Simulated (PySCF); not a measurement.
Species: C₅H₆OS.
SMILES with atom numbers: `[CH3:1][O:2][c:3]1[cH:4][cH:5][cH:6][s:7]1` (hydrogens: H8, H9, H10 on C1; H11 on C4; H12 on C5; H13 on C6)

Computed geometry: GFN2-xTB, gas phase.

Task: What internal coordinates does the optimisation give?

Result: 
```tsv
bond	length (pm)
C1–O2	140.7
O2–C3	134.5
C3–C4	136.2
C4–C5	141.4
C5–C6	135.3
C6–S7	172.6
C3–S7	174.1
C1–H8, C1–H9, C1–H10	109.3
C4–H11	107.3
C5–H12	107.5
C6–H13	107.1
```

Bonds in one row agree within 1 pm and their mean is given. A selection of angles:
```tsv
angle	degrees
O2–C1–H8	111.0
O2–C1–H10	106.2
H8–C1–H9	108.7
C1–O2–C3	116.9
O2–C3–C4	125.4
O2–C3–S7	123.0
C4–C3–S7	111.6
C3–C4–C5	112.4
C3–C4–H11	123.0
C5–C4–H11	124.6
C4–C5–C6	113.3
C4–C5–H12	123.2
C6–C5–H12	123.4
C5–C6–S7	111.9
C5–C6–H13	129.2
S7–C6–H13	118.9
C3–S7–C6	90.8
```

Dihedral angles: C1–O2–C3–C4 179° (antiperiplanar).

Of the pairs four or more bonds apart, S7···H8 is among the closest relative to their van der Waals radii: 2.81 Å, 94 % of the sum of Bondi's values. The 3 C–C bonds span 1.353 Å (C5–C6, aromatic) to 1.414 Å (C4–C5, aromatic), a spread of 0.061 Å. S7 (thiophene-type sulfur) is bent (angle 90.8°). The 2 C–O bonds span 1.345 Å (O2–C3, drawn single) to 1.407 Å (C1–O2, drawn single), a spread of 0.062 Å. The 7 heavy atoms lie in one plane (0.005 Å rms). The 5-membered ring C3–C4–C5–C6–S7 has internal angles of 90.8° to 113.3° (sum 540°, against 540° for a flat polygon); it is planar, 0.00 Å rms from its mean plane, widest ring torsion 0°.

Not checked by GFN2-xTB frequencies. The numbers are those of one conformer.
